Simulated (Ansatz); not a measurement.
C2H6AlN can be A, `[NH2][Al]1[CH2][CH2]1`, or B, `C[C](=N)[AlH2]`.

Gas-phase electronic energies from Ansatz, PBE0-D4/def2-TZVP geometries. CCSD(T)/CBS adds triple-zeta CCSD(T) − MP2 to the extrapolated MP2 energy (def2 sets, frozen cores). DFT in def2-TZVPP. B3LYP here is the variant with VWN-RPA as its local correlation; programs differ in this. One conformer a species, not always the lowest.

Which is lower in electronic energy at CCSD(T)/CBS, and by how much? (Estimate.)

The calculation gave: A, by 62.5 kJ/mol.

Give E(B) − E(A) in kJ/mol with BLYP-D4, B3LYP, r2SCAN-D4, ωB97M-V, PBE0-D4, CCSD/def2-TZVPP, CCSD(T)/def2-TZVPP. (Best estimate.)

The calculation gave: BLYP-D4 40.5, B3LYP 52.1, r2SCAN-D4 70.1, ωB97M-V 63.3, PBE0-D4 67.5, CCSD/def2-TZVPP 57.5, CCSD(T)/def2-TZVPP 56.9. None reverses the order clearly.

Does the order hold for the free energy at 298.15 K (harmonic terms from PBE0-D4)? (An estimate is asked.)

Computed: Yes: G(B) − G(A) = +44.4 kJ/mol, for one conformer each.

Largest T1 diagnostic: 0.012.

Leaving LDA and LC-ωPBE aside and taking each functional with its dispersion term where it has one, the values, not all of them listed here, spread over 33.8 kJ/mol, from BLYP-D4 to r2SCAN0-D4. LDA lies +21.3 kJ/mol from PBE without D4. In def2-TZVPP, CCSD(T) changes the Hartree–Fock value by +28.9 kJ/mol (the triples alone add −0.6 kJ/mol) and MP2 by +44.7 kJ/mol.
